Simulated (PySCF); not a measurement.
WO2F2, SMILES [F][W](=[O])(=[O])[F], multiplicity 1.

Coordinates come from a B3LYP-D3(BJ)/def2-SVP optimisation. The multiplicity is an assumed one; other spin states were not compared. The isomer is the one that the SMILES or the coordinates give; other isomers of the formula were not compared. The def2 effective core potentials stand for the cores of W; spin–orbit coupling is left out.

Calculation: B3LYP-D3(BJ)/def2-SVP (PySCF 2.14.0).

Frequencies are harmonic and unscaled.

Estimate the vibrational spectrum. (Estimate from the structure and the level; the computed values follow.)


```json
[
 {"mode": "1", "ν (cm⁻¹)": "176", "IR (km/mol)": "8.4", "Raman (Å⁴/amu)": "0.8", "depolarisation": "0.73", "moving atoms (share of kinetic energy)": "F 90 %, W 9 %"},
 {"mode": "2", "ν (cm⁻¹)": "217", "IR (km/mol)": "13.8", "Raman (Å⁴/amu)": "0.6", "depolarisation": "0.75", "moving atoms (share of kinetic energy)": "F 57 %, O 26 %, W 17 %"},
 {"mode": "3", "ν (cm⁻¹)": "254", "IR (km/mol)": "0.0", "Raman (Å⁴/amu)": "3.6", "depolarisation": "0.75", "moving atoms (share of kinetic energy)": "O 61 %, F 39 %"},
 {"mode": "4", "ν (cm⁻¹)": "257", "IR (km/mol)": "21.5", "Raman (Å⁴/amu)": "0.7", "depolarisation": "0.75", "moving atoms (share of kinetic energy)": "O 66 %, F 22 %, W 12 %"},
 {"mode": "5", "ν (cm⁻¹)": "360", "IR (km/mol)": "4.5", "Raman (Å⁴/amu)": "3.4", "depolarisation": "0.74", "moving atoms (share of kinetic energy)": "O 92 %"},
 {"mode": "6", "ν (cm⁻¹)": "711", "IR (km/mol)": "74.9", "Raman (Å⁴/amu)": "3.6", "depolarisation": "0.06", "moving atoms (share of kinetic energy)": "F 93 %"},
 {"mode": "7", "ν (cm⁻¹)": "719", "IR (km/mol)": "120.6", "Raman (Å⁴/amu)": "0.5", "depolarisation": "0.75", "moving atoms (share of kinetic energy)": "F 85 %, W 15 %"},
 {"mode": "8", "ν (cm⁻¹)": "1017", "IR (km/mol)": "183.3", "Raman (Å⁴/amu)": "5.7", "depolarisation": "0.75", "moving atoms (share of kinetic energy)": "O 89 %, W 11 %"},
 {"mode": "9", "ν (cm⁻¹)": "1054", "IR (km/mol)": "57.2", "Raman (Å⁴/amu)": "25.5", "depolarisation": "0.04", "moving atoms (share of kinetic energy)": "O 94 %"}
]
```
